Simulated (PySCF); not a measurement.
Compound: C7H10F2.
SMILES with atom numbers: `[F:1][C@@H:2]1[CH2:3][C@:4]2([F:5])[CH2:6][CH2:7][C@H:8]1[CH2:9]2`

Cartesian coordinates in Å at the GFN2-xTB level; atoms count from 1:
```
atom  x, y, z in Å
F1    -0.819   -0.904    2.140
C2    -0.954    0.089    1.196
C3    -1.447   -0.474   -0.148
C4    -0.329   -0.046   -1.103
F5    -0.727   -0.041   -2.418
C6     0.914   -0.904   -0.853
C7     1.397   -0.378    0.513
C8     0.395    0.738    0.844
C9     0.084    1.315   -0.536
H10   -1.653    0.812    1.631
H11   -1.565   -1.556   -0.099
H12   -2.396   -0.033   -0.451
H13    1.646   -0.728   -1.640
H14    0.676   -1.966   -0.839
H15    1.391   -1.152    1.278
H16    2.406    0.028    0.449
H17    0.749    1.435    1.601
H18    0.953    1.736   -1.035
H19   -0.729    2.038   -0.537
```

Probes without a nucleus sit at each ring's centroid and 1 Å off its mean plane on both sides; NICS is minus the shielding there, NICSzz its component along the normal. Level: GIAO PBE0/pcSseg-1 (PySCF, non-relativistic, gas phase) on the GFN2-xTB geometry, one conformer.

Ring bond lengths (Å), with Mayer bond orders in brackets: C2–C3 1.538 (0.99), C3–C4 1.532 (0.99), C4–C9 1.531 (0.95), C9–C8 1.528 (0.95), C8–C2 1.538 (0.98); C4–C6 1.530 (0.99), C6–C7 1.541 (1.01), C7–C8 1.537 (0.99), C8–C9 1.528 (0.95), C9–C4 1.531 (0.95).

Q: What do the NICS probes read (ppm)?

A: 
```csv
ring,type,NICS(0),"NICS(1), two faces","NICS(1)zz, two faces",rms pucker (Å),"centre to ring atoms, mean (Å)"
C2–C3–C4–C9–C8,5-membered carbocycle; formal bonds all single,-8.8,-8.1 / -5.2,-7.9 / -3.8,0.27,1.26
C4–C6–C7–C8–C9,5-membered carbocycle; formal bonds all single,-8.2,-3.4 / -7.1,-2.1 / -8.7,0.26,1.26
```

Q: What can be read from them?

A: 
- C2–C3–C4–C9–C8: mean NICS(1)zz -5.9 ppm, shielded. C2, C3, C4, C8, C9 have four or more neighbours; no verdict on aromaticity is drawn. The two faces differ by 4.1 ppm, so no symmetry operation interchanges them.
- C4–C6–C7–C8–C9: mean NICS(1)zz -5.4 ppm, shielded. C4, C6, C7, C8, C9 have four or more neighbours; no verdict on aromaticity is drawn. The two faces differ by 6.6 ppm, so no symmetry operation interchanges them.

Q: What field does 11.7 T along the ring normal induce along that normal at the first NICS(1) probe listed for ring C2–C3–C4–C9–C8, 1 Å off the ring?

A: NICSzz × B0 = -7.9 ppm × 11.7 T = -92 μT, against the applied field.

Q: List the ring angles and the Hirshfeld charges of the ring atoms.

A: 
- C2–C3–C4–C9–C8: C2 103.6° (+0.068 e), C3 102.0° (-0.092 e), C4 102.3° (+0.102 e), C9 93.1° (-0.083 e), C8 100.8° (-0.035 e); sum 501.9° against 540° for a flat convex ring.
- C4–C6–C7–C8–C9: C4 102.6° (+0.102 e), C6 102.1° (-0.081 e), C7 103.5° (-0.072 e), C8 102.3° (-0.035 e), C9 93.1° (-0.083 e); sum 503.6° against 540° for a flat convex ring.

Q: How shielded are the nuclei of the rings and their hydrogens (means over atoms taken as equivalent)?

A: 
```tsv
atoms	environment	σ isotropic (ppm)	principal values of the symmetric part, first atom (ppm)
C2	sp3 C–F carbon	92.5	56.1, 79.1, 142.3
C3	ring CH2 carbon	142.3	129.4, 138.3, 159.0
C4	sp3 C–F carbon	82.7	44.7, 59.1, 144.2
C6	ring CH2 carbon	151.8	138.5, 143.7, 173.2
C7	ring CH2 carbon	163.8	145.1, 168.0, 178.2
C8	sp3 carbon at a ring junction	145.6	135.3, 142.6, 158.8
C9	ring CH2 carbon	144.9	129.5, 146.4, 158.8
H10	methine hydrogen	26.49	22.6, 26.7, 30.2
H11	methylene hydrogen	29.91	27.3, 27.6, 34.8
H12	methylene hydrogen	29.39	26.0, 27.2, 35.0
H13	methylene hydrogen	29.70	25.7, 27.2, 36.2
H14	methylene hydrogen	29.99	27.0, 27.3, 35.7
H15	methylene hydrogen	29.49	25.3, 27.5, 35.7
H16	methylene hydrogen	29.99	25.0, 27.2, 37.8
```

The list is cut; further classes of hydrogen are left out.

Hardware: one thread, Arm Neoverse N1 (aarch64), no GPU, shared host with 64 logical CPUs at a one-minute load of 56. Cost: 74 s wall (grids of density and orbitals included), 0.92 GiB resident at most. This is the whole shielding run at PBE0/pcSseg-1, SCF included.
